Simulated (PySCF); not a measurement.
H4F2GeSSi, singlet, geometry from GFN2-xTB. Base run: B3LYP/6-31G (PySCF).

Input for PySCF:
```python
from pyscf import gto, scf, dft, solvent

mol = gto.Mole()
mol.atom = '''
    Si    1.442540    0.551653   -0.304039
    F     0.777787    1.949943    0.078673
    F     2.848127    0.602668    0.432413
    S     0.325855   -1.036170    0.548285
    Ge   -1.666392   -0.427954   -0.196563
    H     1.634269    0.529323   -1.729595
    H    -2.082352    0.903674    0.349172
    H    -1.656976   -0.360687   -1.698729
    H    -2.612866   -1.495688    0.253377
'''
mol.basis = '6-31g'
mol.charge = 0
mol.spin = 0
mol.verbose = 3
mol.build()

mf = dft.RKS(mol)
mf.xc = 'b3lyp'
mf.kernel()
```

Variants of this job, named by their change:

| change | ΔE vs base (kcal/mol) | dipole (D) | HOMO-LUMO gap (eV) |
|---|---|---|---|
| base | 0.000 | 3.59 | 6.87 |
| model = IEF-PCM; solvent = water; lebedev_order = 11 | -5.64 | 4.43 | 7.06 |
| model = COSMO; solvent = water | -5.57 | 4.44 | 7.07 |
| model = IEF-PCM; solvent = water; lebedev_order = 41 | -5.58 | 4.44 | 7.07 |
| model = IEF-PCM; solvent = acetonitrile | -5.43 | 4.42 | 7.06 |
| model = SS(V)PE; solvent = water | -5.48 | 4.41 | 7.06 |
| model = IEF-PCM; solvent = toluene | -2.57 | 3.97 | 6.97 |
| model = IEF-PCM; solvent = water | -5.57 | 4.44 | 7.07 |
| model = IEF-PCM; solvent = tetrahydrofuran | -4.51 | 4.27 | 7.03 |
| model = IEF-PCM; solvent = water; vdw_scale = 1.1 | -8.01 | 4.58 | 7.10 |
| model = IEF-PCM; solvent = water; vdw_scale = 1.0 | -12.20 | 4.72 | 7.13 |
| model = C-PCM; solvent = water | -5.61 | 4.44 | 7.07 |

The base is the gas phase, so ΔE is the electrostatic part of solvation at a fixed geometry, without cavity and dispersion terms.
